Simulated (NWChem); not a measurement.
System: SiNH₄OF; SMILES [Si@H](F)(O)N

The following NWChem deck was run.

```
start job
memory heap 200 mb stack 900 mb global 1100 mb
geometry units angstroms noautosym nocenter noautoz
  N     -0.528655    -1.469999    -0.283287
  Si    -0.081823     0.027748     0.371622
  O     -0.960531     1.186993    -0.410545
  F      1.478966     0.442207     0.139150
  H     -0.686533    -1.605069    -1.274348
  H     -0.412954    -2.339143     0.220994
  H     -0.252053    -0.016066     1.842590
  H     -0.533931     2.044241    -0.499203
end
basis spherical
  N library 6-31g*
  Si library 6-31g*
  O library 6-31g*
  F library 6-31g*
  H library 6-31g*
end
dft
  xc xpbe96 cpbe96
  iterations 150
end
cosmo
  do_cosmo_smd true
  solvent water
end
task dft energy
```

Output (shortened):

```
             Northwest Computational Chemistry Package (NWChem) 7.3.0
             --------------------------------------------------------

                             Geometry "geometry" -> ""
                             -------------------------

 Output coordinates in angstroms (scale by  1.889725989 to convert to a.u.)

  No.       Tag          Charge          X              Y              Z
 ---- ---------------- ---------- -------------- -------------- --------------
    1 N                    7.0000    -0.52865500    -1.46999900    -0.28328700
    2 Si                  14.0000    -0.08182300     0.02774800     0.37162200
    3 O                    8.0000    -0.96053100     1.18699300    -0.41054500
    4 F                    9.0000     1.47896600     0.44220700     0.13915000
    5 H                    1.0000    -0.68653300    -1.60506900    -1.27434800
    6 H                    1.0000    -0.41295400    -2.33914300     0.22099400
    7 H                    1.0000    -0.25205300    -0.01606600     1.84259000
    8 H                    1.0000    -0.53393100     2.04424100    -0.49920300

 Effective nuclear repulsion energy (a.u.)     185.4061073506

  pbe96 is a nonlocal functional; adding pw91lda local functional.

                                 NWChem DFT Module
                                 -----------------

 Summary of "ao basis" -> "ao basis" (spherical)
 ------------------------------------------------------------------------------
       Tag                 Description            Shells   Functions and Types
 ---------------- ------------------------------  ------  ---------------------
 N                           6-31g*                  6       14   3s2p1d
 Si                          6-31g*                  8       18   4s3p1d
 O                           6-31g*                  6       14   3s2p1d
 F                           6-31g*                  6       14   3s2p1d
 H                           6-31g*                  2        2   2s

 in cosmo_initialize ...
 calling solv_data for solv:h2o

 solvent parameters
 solvname_short: h2o
 solvname_long:  water
 dielec:       78.4000
 dielecinf:     1.7769
 aqueous SMD model solvent descriptors
 dielec:       78.4000
 sola:          0.8200

          ---------------
          -cosmo- solvent
          ---------------
 Cosmo: York-Karplus, doi: 10.1021/jp992097l
 dielectric constant -eps-     =  78.40
 screen = (eps-1)/(eps    )    =   0.98724
 surface charge correction     = lagrangian

[...]

                                COSMO-SMD solvation results
                                ---------------------------

             internal energy in gas <Psi(g)|H|Psi(g)> =      -521.420658517822
         internal energy in solvent <Psi(s)|H|Psi(s)> =      -521.419000995735
                               delta internal energy  =         0.001657522086 (    1.04 kcal/mol)
   total free energy in solvent <Psi(s)|H+V/2|Psi(s)> =      -521.436210846037
 polarization energy contribution <Psi(s)|V/2|Psi(s)> =        -0.017209850301 (  -10.80 kcal/mol)
    total free energy in solvent including G(SMD-CDS) =      -521.430858527622
                       G(SMD-CDS) energy contribution =         0.005352318415 (    3.36 kcal/mol)
     1 M fixed-concentration free energy of solvation =        -0.010200009800 (   -6.40 kcal/mol)

                       DFT Final Molecular Orbital Analysis
                       ------------------------------------

 Vector   19  Occ=2.000000D+00  E=-2.979017D-01
              MO Center= -2.2D-01,  7.3D-01,  6.8D-02, r^2= 2.6D+00
   Bfn.  Coefficient  Atom+Function         Bfn.  Coefficient  Atom+Function
  ----- ------------  ---------------      ----- ------------  ---------------
    35      0.447605  3 O  px                39      0.312284  3 O  px
    51      0.302928  4 F  pz                55      0.220028  4 F  pz
    23     -0.182826  2 Si pz                66     -0.176448  7 H  s
    49      0.154009  4 F  px                65     -0.137871  7 H  s
    50     -0.132242  4 F  py                53      0.104990  4 F  px

 Vector   20  Occ=2.000000D+00  E=-2.693244D-01
              MO Center= -7.1D-01,  8.0D-01,  1.6D-02, r^2= 2.0D+00
   Bfn.  Coefficient  Atom+Function         Bfn.  Coefficient  Atom+Function
  ----- ------------  ---------------      ----- ------------  ---------------
    37      0.502360  3 O  pz                41      0.381579  3 O  pz
    66     -0.290087  7 H  s                 65     -0.165829  7 H  s
    35     -0.163485  3 O  px                36      0.147108  3 O  py
    39     -0.126819  3 O  px                 6      0.122349  1 N  s
    40      0.116059  3 O  py                 4      0.109578  1 N  py

 Vector   21  Occ=2.000000D+00  E=-2.223644D-01
              MO Center= -4.8D-01, -1.3D+00, -2.1D-01, r^2= 1.4D+00
   Bfn.  Coefficient  Atom+Function         Bfn.  Coefficient  Atom+Function
  ----- ------------  ---------------      ----- ------------  ---------------
     3      0.541591  1 N  px                 7      0.464333  1 N  px
    50      0.129931  4 F  py                 5     -0.125639  1 N  pz
    25      0.107334  2 Si px                 9     -0.102391  1 N  pz
    54      0.092097  4 F  py                21      0.090444  2 Si px
    35     -0.074441  3 O  px                38      0.072705  3 O  s

 Vector   22  Occ=0.000000D+00  E= 3.444255D-02
              MO Center= -3.1D-01,  9.3D-01,  3.3D-02, r^2= 3.9D+00
   Bfn.  Coefficient  Atom+Function         Bfn.  Coefficient  Atom+Function
  ----- ------------  ---------------      ----- ------------  ---------------
    38      0.871881  3 O  s                 24     -0.763618  2 Si s
    26     -0.627995  2 Si py                68     -0.438652  8 H  s
    27      0.286902  2 Si pz                64     -0.286204  6 H  s
    25      0.261730  2 Si px                39      0.216799  3 O  px
     6      0.206882  1 N  s                 66      0.195913  7 H  s

[...]
```

Level: PBE/6-31G* (spherical d), SMD on the gas-phase geometry. The geometry was optimised at PBE0/def2-SVP. Solvent: water.
